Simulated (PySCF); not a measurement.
Cartesian coordinates (Å):
```xyz
17

Hf     0.2164     0.1637     0.1340
F     -0.0248     1.9657    -0.5286
O      1.5581     0.1904     1.5257
C      2.5109     0.1390     2.5362
H      3.2083     0.9931     2.4640
H      3.1059    -0.7908     2.4764
H      2.0349     0.1736     3.5332
O     -1.4694    -0.4655     0.8410
C     -2.6449    -0.9870     1.3678
H     -2.9771    -1.8746     0.7987
H     -3.4574    -0.2388     1.3335
H     -2.5084    -1.2913     2.4218
O      0.7907    -0.9609    -1.3298
C      1.2111    -1.8199    -2.3381
H      1.2925    -1.2855    -3.3020
H      0.4992    -2.6549    -2.4723
H      2.2015    -2.2524    -2.1056
```
Charge 0, spin multiplicity 1.

### Question
Predict the HOMO, total energy and LUMO from TPSSh-D3(BJ)/def2-TZVP // r2SCAN-D4/def2-SVP in PySCF 2.14.0.

### Answer

```
Quantity             Value
------------  ------------
HOMO              -7.02 eV
total energy  -493.7369 Ha
LUMO              -0.20 eV
```
